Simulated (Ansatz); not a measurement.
Molecule: sum formula Si2H3Cl3 (charge 0, singlet). 
Geometry from a B3LYP-D3(BJ)/def2-TZVP (Ansatz, an electronic-structure program) optimisation:
SMILES: [SiH3][Si](Cl)(Cl)Cl
```xyz
8

Si    -2.2044     0.1564    -0.5742
Si     0.0475    -0.0034     0.0124
Cl     0.9774    -1.4810    -1.0731
Cl     0.2477    -0.4492     2.0093
Cl     1.0201     1.7710    -0.3513
H     -2.8575    -1.1389    -0.2842
H     -2.8218     1.2369     0.2256
H     -2.2920     0.4675    -2.0178
```

Parts of the frozen-core correlation energy in cc-pVTZ (Ansatz, hartree). Frozen orbitals: 25; correlated occupied orbitals by spin: 16 and 16; virtual: 171 and 171. Spin-orbit coupling is left out. Non-relativistic.

```csv
term,value
reference (HF),-1958.36040
MP2 opposite-spin,-0.61103
MP2 same-spin,-0.19002
CCSD correlation,-0.87136
(T),-0.03680
T1 diagnostic,0.010
largest doubles amplitude,0.026
```
